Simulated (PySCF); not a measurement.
C3H8Si, SMILES C1CC[SiH2]1. Geometry optimised at B3LYP-D3(BJ)/def2-SVP.

Computed equilibrium geometry at B3LYP-D3(BJ)/def2-SVP (PySCF confirms it by a frequency run) as Cartesian coordinates in Å, and its point group:
point group Cs.
```xyz
12

C      1.3351    -0.1831     0.0000
C      0.3986     0.1530    -1.2047
Si    -1.0615    -0.0565     0.0000
C      0.3986     0.1530     1.2047
H      2.2971     0.3569     0.0000
H      1.5711    -1.2600     0.0000
H      0.5078     1.2057    -1.5138
H      0.5057    -0.4810    -2.0965
H     -1.6499    -1.4296     0.0000
H     -2.1781     0.9372     0.0000
H      0.5078     1.2057     1.5138
H      0.5057    -0.4810     2.0965
```
